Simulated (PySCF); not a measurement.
Isomers of C8H10O3, mass 154.063 u with the commonest isotopes. Computed with PBE0/pcSseg-1 in PySCF (dipole) on a GFN2-xTB geometry, gas phase. One conformer each, none proved a minimum here; rigid rotors.

Task: Order these by rotational constant A, largest first.
A. `[CH3:1][O:2][C@@H:3]1[CH2:4][C@H:5]1[C:6]1=[CH:7][O:8][CH:9]=[CH:10][O:11]1` with C1–O2–C3–C4 154°, C4–C5–C6–C7 31°
B. `[O:1]=[CH:2][O:3][C@:4]12[CH2:5][CH2:6][C@H:7]([CH2:8][CH2:9]1)[C:10]2=[O:11]` with O1–C2–O3–C4 0°, C2–O3–C4–C5 64°
C. `[CH3:1][C:2](=[O:3])[O:4][C:5]1=[C:6]([CH3:7])[CH2:8][CH2:9][C:10]1=[O:11]` with C1–C2–O4–C5 180°, C2–O4–C5–C6 -55°
D. `[CH3:1][O:2][C:3](=[O:4])[C@H:5]1[CH2:6][CH2:7][CH:8]=[CH:9][C:10]1=[O:11]` with C1–O2–C3–O4 -3°, O2–C3–C5–C6 139°, C3–C5–C6–C7 64°, C5–C6–C7–C8 46°, C6–C7–C8–C9 -17°, C8–C9–C10–O11 176°
E. `[CH3:1][O:2][c:3]1[cH:4][c:5]([OH:6])[cH:7][c:8]([O:9][CH3:10])[cH:11]1` with C1–O2–C3–C4 180°, C4–C5–O6–H 0°, C7–C8–O9–C10 0°

Result: A (2508 MHz), B (1935 MHz), D (1798 MHz), C (1746 MHz), E (1391 MHz).

Task: Order these by dipole moment, smallest first.
A. `[CH3:1][O:2][C@@H:3]1[CH2:4][C@H:5]1[C:6]1=[CH:7][O:8][CH:9]=[CH:10][O:11]1` with C1–O2–C3–C4 154°, C4–C5–C6–C7 31°
B. `[O:1]=[CH:2][O:3][C@:4]12[CH2:5][CH2:6][C@H:7]([CH2:8][CH2:9]1)[C:10]2=[O:11]` with O1–C2–O3–C4 0°, C2–O3–C4–C5 64°
C. `[CH3:1][C:2](=[O:3])[O:4][C:5]1=[C:6]([CH3:7])[CH2:8][CH2:9][C:10]1=[O:11]` with C1–C2–O4–C5 180°, C2–O4–C5–C6 -55°
D. `[CH3:1][O:2][C:3](=[O:4])[C@H:5]1[CH2:6][CH2:7][CH:8]=[CH:9][C:10]1=[O:11]` with C1–O2–C3–O4 -3°, O2–C3–C5–C6 139°, C3–C5–C6–C7 64°, C5–C6–C7–C8 46°, C6–C7–C8–C9 -17°, C8–C9–C10–O11 176°
E. `[CH3:1][O:2][c:3]1[cH:4][c:5]([OH:6])[cH:7][c:8]([O:9][CH3:10])[cH:11]1` with C1–O2–C3–C4 180°, C4–C5–O6–H 0°, C7–C8–O9–C10 0°

Result: E (0.57 D), A (0.83 D), B (2.18 D), D (2.71 D), C (3.47 D).

Task: Order these by out-of-plane moment Σ m c² = (Ia + Ib − Ic)/2, largest first.
A. `[CH3:1][O:2][C@@H:3]1[CH2:4][C@H:5]1[C:6]1=[CH:7][O:8][CH:9]=[CH:10][O:11]1` with C1–O2–C3–C4 154°, C4–C5–C6–C7 31°
B. `[CH3:1][O:2][C:3](=[O:4])[C@H:5]1[CH2:6][CH2:7][CH:8]=[CH:9][C:10]1=[O:11]` with C1–O2–C3–O4 -3°, O2–C3–C5–C6 139°, C3–C5–C6–C7 64°, C5–C6–C7–C8 46°, C6–C7–C8–C9 -17°, C8–C9–C10–O11 176°
C. `[CH3:1][O:2][c:3]1[cH:4][c:5]([OH:6])[cH:7][c:8]([O:9][CH3:10])[cH:11]1` with C1–O2–C3–C4 180°, C4–C5–O6–H 0°, C7–C8–O9–C10 0°
D. `[CH3:1][C:2](=[O:3])[O:4][C:5]1=[C:6]([CH3:7])[CH2:8][CH2:9][C:10]1=[O:11]` with C1–C2–O4–C5 180°, C2–O4–C5–C6 -55°
E. `[O:1]=[CH:2][O:3][C@:4]12[CH2:5][CH2:6][C@H:7]([CH2:8][CH2:9]1)[C:10]2=[O:11]` with O1–C2–O3–C4 0°, C2–O3–C4–C5 64°

Result: E (99.16 u·Å²), B (81.42 u·Å²), A (72.90 u·Å²), D (36.93 u·Å²), C (3.22 u·Å²).

```csv
SMILES,point group,Ia (u·Å²),Ib (u·Å²),Ic (u·Å²),κ,μa (D),μb (D),μc (D)
O=CO[C@]12CC[C@H](CC1)C2=O,Cs,261.15,513.29,576.12,-0.80,1.09,1.89,0.00
CC(=O)OC1=C(C)CCC1=O,C1,289.48,562.24,777.87,-0.55,0.14,3.17,1.40
COc1cc(O)cc(OC)c1,Cs,363.29,577.81,934.68,-0.21,0.18,0.54,0.01
CO[C@@H]1C[C@H]1C1=COC=CO1,C1,201.53,851.07,906.80,-0.96,0.19,0.69,0.42
COC(=O)[C@H]1CCC=CC1=O,C1,281.12,554.14,672.42,-0.69,0.19,2.62,0.68
```
